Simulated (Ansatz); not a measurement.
`[BH2][GaH][CH2][SiH2]F` → `F[CH]([GaH2])B[SiH3]`  (isomerisation)

Computed with Ansatz on PBE0-D4/def2-TZVP structures; ΔE is electronic, products minus reactants. CBS: MP2 limit from def2 TZ/QZ plus the TZ coupled-cluster correction, frozen cores. Functionals use def2-TZVPP. B3LYP here is the variant with VWN-RPA as its local correlation; programs differ in this. For Ga outer-core shells are correlated without core-valence functions, which leaves a few kJ/mol of doubt a bond. Scalar relativity is left out up to krypton. One conformer a species, not always the lowest.

| level | ΔE (eV) | difference from CCSD(T)/CBS |
| --- | --- | --- |
| PBE-D4 | 1.63 | -0.51 |
| r2SCAN-D4 | 1.88 | -0.26 |
| PBE0-D4 | 1.83 | -0.31 |
| B3LYP-D4 | 2.03 | -0.11 |
| ωB97X-V | 2.09 | -0.05 |
| ωB97M-V | 2.07 | -0.07 |
| B2PLYP | 2.13 | -0.01 |
| PBE | 1.66 | -0.48 |
| r2SCAN | 1.89 | -0.25 |
| PBE0 | 1.85 | -0.29 |
| B3LYP | 2.07 | -0.07 |
| HF/def2-TZVPP | 2.62 | 0.48 |
| MP2/def2-TZVPP | 2.17 | 0.03 |
| SCS-MP2/def2-TZVPP | 2.22 | 0.08 |
| CCSD/def2-TZVPP | 2.18 | 0.04 |
| CCSD(T)/def2-TZVPP | 2.06 | -0.08 |
| HF/def2-QZVPP | 2.64 | 0.50 |
| MP2/def2-QZVPP | 2.23 | 0.09 |
| SCS-MP2/def2-QZVPP | 2.27 | 0.13 |
| HF/CBS(def2) | 2.64 | 0.50 |
| MP2/CBS(def2) | 2.26 | 0.12 |
| CCSD/CBS(def2) | 2.27 | 0.13 |
| CCSD(T)/CBS | 2.14 | 0 |

Largest T1 diagnostic among the species: 0.014.

From PBE to PBE0 (25 % exact exchange), in def2-TZVPP and without D4, ΔE moves by +0.19 eV. In def2-TZVPP, CCSD(T) changes the Hartree–Fock value by −0.56 eV (the triples alone add −0.12 eV) and MP2 by −0.45 eV. The D4 term adds −0.04 eV with B3LYP and −0.02 eV with PBE0; it sums over pairs of atoms, weighted by their polarisabilities, and B3LYP, whose exchange is more repulsive, gets the larger term.
